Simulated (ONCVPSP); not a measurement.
Building the ONCV potential for samarium (PBEsol, scalar-relativistic).

samarium, optimised norm-conserving Vanderbilt (ONCV), made with ONCVPSP 4.0.1 (PBEsol, scalar-relativistic). Core [Kr] 4d10, reference 4f5 5s2 5p6 5d1 6s2. Waves: 5s+6s: rc 1.95 bohr, ncon 4, nbas 7, qcut 4.3 1/bohr, 2 projectors; 5p: rc 1.85 bohr, ncon 4, nbas 9, qcut 2.4 1/bohr, 2 projectors, debl 3.1 Ha; 5d: rc 2.80 bohr, ncon 4, nbas 9, qcut 3 1/bohr, 2 projectors, debl 3.3 Ha; 4f: rc 1.35 bohr, ncon 4, nbas 9, qcut 7.2 1/bohr, 3 projectors, debl 1.3 Ha. Local part: polynomial inside 0.85 bohr (lpopt 5, dvloc0 0 Ha). Core correction: none.

Poles of the logarithmic derivatives, all-electron (AE) and pseudo (PS). s: poles at -1.1 (AE) and -1.1 (PS) Ha. p: poles at 0.3 (AE) and 0.3 (PS) Ha. d: poles at 0.3, 3.4 (AE) and 0.3, 0.8, 3.4 (PS) Ha. f: poles at 0.4 (AE) and 0.4 (PS) Ha. Test radii: s 1.98, p 1.88, d 2.84, f 1.37 bohr.

* Cutoffs needed: 231 Ha and 337 Ha (the cutoffs (Ha) at which the residual kinetic energy of the hardest occupied pseudo-wave falls to 1 and 0.1 mHa per electron)
* Ghost test: ghosts flagged at negative energy: s at -309.6 eV, f at -401.1 eV, p at -22.5 eV; GHOST(+) flagged for d at 21.5 eV; a true bound ghost makes a file unfit for plane-wave use
* Configuration tests: 2 of 4 tests not solved or not reliable
